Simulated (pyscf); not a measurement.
# :HSi–O–SiH₃, singlet

Gas-phase minimum from PySCF at ωB97X-D3(BJ)/def2-SVP, one conformer. Other isomers of :HSi–O–SiH₃ [singlet] were not searched in full and may lie lower. 

```xyz
7

Si     0.1109     1.9247    -0.5673
O      0.4639     0.3434    -0.1833
Si    -0.3018    -1.1145     0.1147
H     -1.4312     1.7795    -0.6236
H      0.2030    -2.1282    -0.8502
H      0.0117    -1.5478     1.5034
H     -1.7754    -0.9483    -0.0454
```

Bonds (Å): Si1–O2 1.665, Si1–H4 1.550, O2–Si3 1.673, Si3–H5 1.488, Si3–H6 1.488, Si3–H7 1.492. Angles (°): O2–Si1–H4 97.5, Si1–O2–Si3 140.5, O2–Si3–H5 108.8, O2–Si3–H6 108.9, O2–Si3–H7 109.6, H5–Si3–H6 109.6, H5–Si3–H7 110.0, H6–Si3–H7 109.9.

Properties at ωB97X-D3(BJ)/def2-SVP:

| Item | Result |
|---|---|
| Harmonic wavenumbers, unscaled | 74, 157, 235, 622, 735, 742, 910, 967, 967, 987, 1070, 1969, 2260, 2277, 2280 cm⁻¹ |
| Zero-point energy | 23.2 kcal/mol |
| Rotational symmetry number | 1 |
| Entropy of this conformer at 298 K and 1 atm, rigid rotor and harmonic oscillator, modes under 100 cm⁻¹ raised to 100 | 303.0 J/(mol K) |
| Dipole moment | 1.01 D |

Single-point totals, which compare only within one level (frozen core for MP2 and CC):

| level | total energy (hartree) |
|---|---|
| ωB97X-D3(BJ)/def2-TZVP | -656.74401 |
| PBE/def2-TZVP | -656.29463 |
| r²SCAN/def2-TZVP | -656.58698 |
| B3LYP-D3(BJ)/def2-TZVP | -656.74360 |
| PBE0-D3(BJ)/def2-TZVP | -656.35589 |
| M06-2X/def2-TZVP | -656.61408 |
| ωB97M-D3(BJ)/def2-TZVP | -656.78880 |
| HF/def2-TZVPP | -655.14498 |
| MP2/def2-TZVPP | -655.60855 |
| CCSD/def2-TZVPP | -655.64725 |
| CCSD(T)/def2-TZVPP | -655.66506 |

Soft torsions are taken as harmonic, which can shift the entropy by several J/(mol K). The CCSD(T) − MP2 part came from Ansatz, without density fitting, on the same reference.
